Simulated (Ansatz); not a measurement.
Abridged output of a molecular run in Ansatz:

```
Functional definition: HF
1436 factors; integrals over basis functions are off by at most 1.4e-3 eV
mean field evaluation 1: about -59199.3430 eV, gradient 3.4e1 eV
mean field evaluation 2: about -59199.5822 eV, gradient 3.4e1 eV
mean field evaluation 4: about -59202.2707 eV, gradient 4.3e0 eV
mean field evaluation 8: about -59202.3328 eV, gradient 2.7e-1 eV
mean field -59202.33321588 eV, -2175.6456169008 hartree, gradient 3.9e-6 eV, S^2 0.000000; 1 other end points of the search recorded, 0 dependent functions left out
13 core orbitals not correlated: weight in the atoms' cores, before any rotation towards them, 1.000 or more for the frozen orbitals, at most 0.000 for the correlated occupied ones
reference -59202.33321588 eV, -2175.6456169008 hartree; 19, 19 occupied and 196, 196 virtual orbitals, 1436 factors
second order -27.85995286 eV of doubles, -0.00000000 eV of singles
cycle   1  -27.51590870 eV  change    3.4e-1 eV  update   1.3e-1
cycle   2  -28.29934206 eV  change   -7.8e-1 eV  update   4.2e-2
cycle   3  -28.46922866 eV  change   -1.7e-1 eV  update   2.1e-2
cycle   4  -28.44613082 eV  change    2.3e-2 eV  update   5.3e-3
cycle   5  -28.44379299 eV  change    2.3e-3 eV  update   2.4e-3
cycle   6  -28.44554305 eV  change   -1.8e-3 eV  update   8.0e-4
cycle   7  -28.44508794 eV  change    4.6e-4 eV  update   4.0e-4
cycle   8  -28.44492938 eV  change    1.6e-4 eV  update   1.7e-4
cycle   9  -28.44503475 eV  change   -1.1e-4 eV  update   7.7e-5
cycle  10  -28.44504374 eV  change   -9.0e-6 eV  update   2.9e-5
perturbative correction -1.13454429 eV, -0.0416937335 hartree
Total energy: -59231.91280390 eV, -2176.7326467110 hartree
```

Its atoms:

Z-matrix (Å, degrees):
```
C
C 1 1.338
O 1 1.346 2 122.2
H 1 1.084 2 118.5 3 -176.6
F 2 1.333 1 122.0 3 0.2
H 2 1.082 1 123.1 3 172.4
H 3 0.964 1 108.1 2 148.9
H 7 2.365 3 106.3 1 -43.0
Ga 8 1.706 7 111.8 3 -18.2
```

Q: Which basis set was used?
A. def2-TZVPP
B. cc-pV(D+d)Z
C. def2-SVPD
D. cc-pV(Q+d)Z

A: A. It gives 228 functions.

Q: Write the keys of the input that set method, charge and spin (a neutral closed shell needs none for the last two).

A: 
```yaml
correlation: {method: ccsd_t}
```
